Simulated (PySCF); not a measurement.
Job file and geometry (Å, from GFN2-xTB) of an NMR shielding run on `C#C[C@H]1[SiH2][C@H](S(C)(=O)=O)[SiH2]1`, C$_{5}$H$_{10}$O$_{2}$SSi$_{2}$, GIAO PBE0/pcSseg-1 NMR shielding, non-relativistic, gas phase (PySCF); density fitting, a coarse starting grid and PySCF grid level 2 are the driver's defaults:

```
$ OMP_NUM_THREADS=1 python probes_run.py task.json out

{"job": {"kind": "nmr", "xc": "PBE0", "basis": "pcSseg-1"}, "charge": 0, "multiplicity": 1}
C      4.225838    -0.324079    -0.783319
C      3.112375    -0.177768    -0.364116
C      1.775022    -0.016738     0.117988
Si     0.497458     0.873845    -1.021972
C     -0.699127    -0.567144    -0.624348
S     -1.684881     0.012280     0.712143
C     -3.001394     1.040171    -0.018364
O     -2.321753    -1.081588     1.397514
O     -0.838395     0.875877     1.502908
Si     0.660507    -1.597502     0.256543
H      5.204465    -0.445824    -1.139500
H      1.813860     0.489866     1.085680
H      0.821736     0.806645    -2.452921
H      0.078552     2.228277    -0.677270
H     -1.357341    -1.019323    -1.354040
H     -3.565966     1.474983     0.797118
H     -2.538151     1.812436    -0.618516
H     -3.637296     0.400734    -0.616980
H      1.053702    -2.700298    -0.627287
H      0.395640    -2.074173     1.606308
```

Task: What does the program print?

Result: 
```
coarse grid: 18680 points
cycle   1  E = -1322.8276202565  dE =  2.094e+00  |g| = 1.189e+00  |ddm| = 4.541e+00
cycle   2  E = -1322.2489194311  dE =  5.787e-01  |g| = 2.127e+00  |ddm| = 3.364e+00
cycle   3  E = -1323.0834130340  dE = -8.345e-01  |g| = 2.452e-01  |ddm| = 2.509e+00
cycle   4  E = -1323.0967095345  dE = -1.330e-02  |g| = 7.840e-02  |ddm| = 3.248e-01
cycle   5  E = -1323.0980736091  dE = -1.364e-03  |g| = 2.680e-02  |ddm| = 8.935e-02
cycle   6  E = -1323.0982250089  dE = -1.514e-04  |g| = 8.074e-03  |ddm| = 3.102e-02
cycle   7  E = -1323.0982366382  dE = -1.163e-05  |g| = 3.349e-03  |ddm| = 9.271e-03
cycle   8  E = -1323.0982391744  dE = -2.536e-06  |g| = 6.775e-04  |ddm| = 3.452e-03
final grid: 167776 points
cycle   9  E = -1323.1816785774  dE = -2.853e-05  |g| = 1.169e-02  |ddm| = 6.044e-02
cycle  10  E = -1323.1816366708  dE =  4.191e-05  |g| = 1.824e-02  |ddm| = 3.040e-02
cycle  11  E = -1323.1817067637  dE = -7.009e-05  |g| = 2.735e-03  |ddm| = 1.943e-02
cycle  12  E = -1323.1817083065  dE = -1.543e-06  |g| = 4.664e-04  |ddm| = 2.466e-03
cycle  13  E = -1323.1817083388  dE = -3.229e-08  |g| = 2.997e-04  |ddm| = 6.269e-04
cycle  14  E = -1323.1817083600  dE = -2.122e-08  |g| = 4.745e-05  |ddm| = 2.716e-04
cycle  15  E = -1323.1817083605  dE = -4.929e-10  |g| = 1.168e-05  |ddm| = 7.008e-05
converged SCF energy = -1323.1817083605

GIAO shielding tensors (ppm)
atom      isotropic    diamagn.    paramagn.     s11        s22        s33       span
  0 C      113.507     257.124    -143.616     44.591     50.764    245.166    200.575
  1 C      100.330     248.500    -148.169     -1.636      4.567    298.060    299.696
  2 C      179.319     261.804     -82.485    155.877    179.155    202.924     47.047
  3 Si     382.951     881.855    -498.904    341.115    372.314    435.424     94.309
  4 C      134.174     271.256    -137.082    106.883    127.536    168.103     61.220
  5 S      198.679    1053.952    -855.272     56.249    198.765    341.024    284.775
  6 C      138.570     254.994    -116.424    110.376    117.804    187.529     77.153
  7 O       99.508     398.714    -299.206     53.177     89.534    155.814    102.637
  8 O      120.338     405.968    -285.630     69.794     99.115    192.105    122.311
  9 Si     380.085     881.511    -501.427    335.696    374.746    429.812     94.116
 10 H       30.219      33.716      -3.497     25.025     25.059     40.573     15.548
 11 H       28.827      30.898      -2.071     23.067     30.578     32.836      9.768
 12 H       26.892      30.442      -3.550     23.954     25.105     31.618      7.665
 13 H       26.667      30.667      -4.000     23.277     25.668     31.058      7.780
 14 H       28.971      35.353      -6.382     25.224     28.732     32.956      7.731
 15 H       28.858      26.744       2.114     26.075     26.349     34.150      8.075
 16 H       29.095      31.385      -2.290     25.119     28.964     33.202      8.084
 17 H       29.342      29.094       0.247     26.406     27.187     34.433      8.027
 18 H       26.833      29.985      -3.152     23.762     25.035     31.703      7.940
 19 H       26.185      29.559      -3.374     22.518     25.358     30.679      8.162
```

Task: Turn these shieldings into chemical shifts. δ = σ(ref) − σ, references computed at the same level: $^{13}$C (σ = 186.93 ppm), $^{29}$Si (σ = 349.16 ppm), $^{1}$H (σ = 31.72 ppm) vs TMS; $^{33}$S (σ = 503.73 ppm) against CS2; $^{17}$O (σ = 336.08 ppm) against H2O.

Result: Averaging equivalent atoms: C 1: 86.6; C 0: 73.4; C 4: 52.8; C 6: 48.4; C 2: 7.6; Si 3/9: -32.4; S 5: 305; O 7/8: 226.2; H 13/19: 5.29; H 12/18: 4.85; H 11: 2.89; H 14: 2.75; H 15/16/17: 2.62; H 10: 1.50 ppm. Experimental scales use liquid or dissolved standards, which lie at an offset from isolated H2O (liquid H2O: subtract about 36 ppm).

Size and cost of the density-fitted run: 241 basis functions, 2.2 min wall time on 1 thread of an Arm Neoverse N1, shared host; peak memory 1.1 GiB.
